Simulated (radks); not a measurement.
Species: Rb16+. Configuration: [Ar] 3d3.

All-electron calculation, scalar-relativistic Kohn-Sham, r2SCAN, spin-polarised, spherical densities, finite nucleus; open shells are filled with parallel spins first (spin-orbit coupling, left out, can overturn this in heavy ions); meta-GGA in the generalised Kohn-Sham scheme; Fermi nuclear charge, rms radius 4.2036 fm. Program: a radial shooting solver on a logarithmic mesh with Libxc functionals.

Energy parts (eV):
total: -77621.495
kinetic: 79604.632
electron-nucleus: -175720.908
Hartree: 20772.257
exchange-correlation: -2277.476

Orbitals (lengths in bohr, moments of r in powers of bohr; r(90%) holds 90 % of the orbital's charge):
orbital  occ.  eigenvalue (eV)  <1/r>       <r^4>  r(90%)
1s down     1        -15609.39  37.87  0.00001238  0.0721
1s up       1        -15609.38  37.87  0.00001238  0.0721
2s up       1        -2563.599  8.475    0.002345   0.273
2s down     1        -2556.029  8.495    0.002325   0.273
2p up       3        -2332.918  8.258    0.001691   0.252
2p down     3        -2327.299  8.275    0.001672   0.251
3s up       1        -770.0665  3.087     0.09428   0.686
3s down     1        -760.5686  3.062     0.09626   0.690
3p up       3        -694.3011  2.965     0.09697   0.693
3p down     3        -684.3716  2.940     0.09940   0.698
3d up       3        -578.0457  2.788     0.08288   0.670
3d down     0        -566.1851  2.771     0.08613   0.676

The highest occupied level is 3d up at -578.05 eV. For comparison, the ionisation energy in NIST's Atomic Spectra Database is 601 eV (theoretical). In exact Kohn-Sham theory the highest level is minus the ionisation energy, but local and semilocal functionals leave it too shallow, through self-interaction and a potential that decays too fast; potentials with the right tail come closer. The density falls to 0.001 e/bohr^3 at r = 1.34 bohr. Summed over all electrons, <r^2> = 2.918 bohr^2, which gives a Langevin (diamagnetic) susceptibility term of -2.31 x 10^-6 cm^3/mol. Spin moment in Bohr magnetons: 3.
